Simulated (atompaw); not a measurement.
An all-electron radial function and its pseudo partner (Zr)

Columns: radius, all-electron u(r) and pseudo u(r) of the 4p shell (level -31.41 eV) of zirconium in the configuration [Ar] 3d10 4s2 4p6 4d2.5 5s1.5 5p0; PBE, scalar-relativistic, PAW (atompaw) scheme, atompaw 4.2.0.5.

| r (bohr) | all-electron | pseudo |
| --- | --- | --- |
| 0.115 | 0.2533 | 0.0207 |
| 0.231 | -0.2886 | 0.0815 |
| 0.346 | -0.4911 | 0.1751 |
| 0.462 | -0.3019 | 0.2934 |
| 0.577 | 0.0390 | 0.4228 |
| 0.692 | 0.3758 | 0.5517 |
| 0.808 | 0.6441 | 0.6696 |
| 0.923 | 0.8241 | 0.7648 |
| 1.038 | 0.9253 | 0.8324 |
| 1.154 | 0.9628 | 0.8699 |
| 1.269 | 0.9527 | 0.8774 |
| 1.385 | 0.9102 | 0.8583 |
| 1.500 | 0.8483 | 0.8180 |
| 1.615 | 0.7760 | 0.7617 |
| 1.731 | 0.6990 | 0.6943 |
| 1.846 | 0.6234 | 0.6225 |
| 1.962 | 0.5505 | 0.5504 |
| 2.077 | 0.4832 | 0.4832 |
| 2.192 | 0.4218 | 0.4218 |
| 2.308 | 0.3661 | 0.3661 |
| 2.423 | 0.3169 | 0.3169 |
| 2.538 | 0.2735 | 0.2735 |
| 2.654 | 0.2352 | 0.2352 |
| 2.769 | 0.2020 | 0.2020 |
| 2.885 | 0.1730 | 0.1730 |
| 3.000 | 0.1481 | 0.1481 |

Problem. How many radial nodes do the two functions have?

Solution. The all-electron 4p function has n − l − 1 = 2; the pseudo-wave has 0, since the states of the same l below it are removed with the core.

Problem. At about which radius was the pseudo-wave matched?

Solution. 2.05 bohr, where the columns begin to agree (steps of 0.12 bohr).

Problem. Is the pseudo-wave norm-conserving?

Solution. No, it belongs to a PAW set: the norm inside the radius is not constrained, and the difference is carried by the augmentation charge.
